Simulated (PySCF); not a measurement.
Correlation energy of F³⁺ (fluorine, charge +3)

[He] 2s2 2p2, high-spin 3P determinant. Computed with PySCF 2.14 in dyall-acv3z (15s9p4d2f, 76 functions), with the non-relativistic Hamiltonian (point nucleus). Frozen: 1s2; 4 electrons correlated; the 19 highest virtual orbitals of each spin left out.

```
  level  correlation energy (mhartree)
   CCSD                        -105.35
    (T)                          -1.21
CCSD(T)                        -106.56
```

Diagnostics: T1 = 0.0039, D1 = 0.0078, largest double amplitude 0.122.

**Question.** Is a single reference adequate?

**Answer.** Mostly. T1 lies below 0.03, but a double amplitude of this size points to a near-degeneracy that CCSD handles and MP2 describes poorly.
